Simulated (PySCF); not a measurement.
BeF₂. Atoms are numbered in the order given.

```xyz
3

Be     0.0000     0.0000     0.0000
F      0.0000     0.0000    -1.3783
F      0.0000     0.0000     1.3783
```
Charge 0, spin multiplicity 1.

Geometry optimised at PBE0-D3(BJ)/def2-TZVP. The isomer is the one that the SMILES or the coordinates give; other isomers of the formula were not compared.

Calculation: PySCF with ωB97X/def2-TZVPD.

The molecule is in vacuum.

Computed frontier levels, gap, dipole moment and polarisability:
```
Item                                                                                                           Result
---------------------------------------------------------------------------------------------  ----------------------
highest occupied level                                                                                      -14.38 eV
lowest empty level                                                                                            0.91 eV
orbital gap                                                                                                  15.30 eV
dipole moment                                                                                                  0.00 D
quadrupole, principal values (traceless, Buckingham form, about the centre of nuclear charge)   -8.26, 4.13, 4.13 D·Å
mean static polarisability                                                                       13.9 bohr³ (2.06 Å³)
polarisability, principal values                                                               12.8, 12.8, 16.1 bohr³
```
